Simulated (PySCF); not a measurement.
# Gallium: a sound run and one with changed settings

Sound run: Ga [Ar] 3d10 4s2 4p1, Ga⁺ [Ar] 3d10 4s2. Calculation: PySCF 2.14, in cc-pVDZ-DK (5s4p2d, 27 functions); scalar relativity by spin-free X2C-1e. In the sound run the correlated levels freeze [Ar] 3d10. The sound run starts from symmetry-adapted Hartree-Fock orbitals and uses a fine grid where one is needed.

Changed run: no relativity, point nucleus. This setting is unsound on purpose.

```
species   method  sound run (hartree)  changed run (hartree)  converged
     Ga      UHF          -1942.08407            -1913.21360        yes
     Ga    B3LYP          -1943.79184            -1914.92183        yes
     Ga    M06-L          -1943.65971            -1914.78840        yes
     Ga      MP2          -1942.11277            -1913.24255        yes
     Ga  CCSD(T)          -1942.12752            -1913.25781        yes
    Ga⁺      UHF          -1941.88168            -1913.00974        yes
    Ga⁺    B3LYP          -1943.57184            -1914.70071        yes
    Ga⁺    M06-L          -1943.45102            -1914.57766        yes
    Ga⁺      MP2          -1941.90512            -1913.03350        yes
    Ga⁺  CCSD(T)          -1941.91730            -1913.04623        yes
```

Ionisation energy of Ga:

```
 method  sound run (eV)  changed run (eV)
    UHF           5.507             5.548
  B3LYP           5.987             6.017
  M06-L           5.679             5.735
    MP2           5.650             5.689
SCS-MP2           5.629             5.667
   CCSD           5.708             5.744
CCSD(T)           5.720             5.757
```

Most of the change in total energy is the relativistic energy itself. On top of that the contraction fixes the core shape for the Hamiltonian it was made with, so the changed run is not a good calculation with the other Hamiltonian either.

For comparison, NIST gives 5.999 eV between the lowest levels.
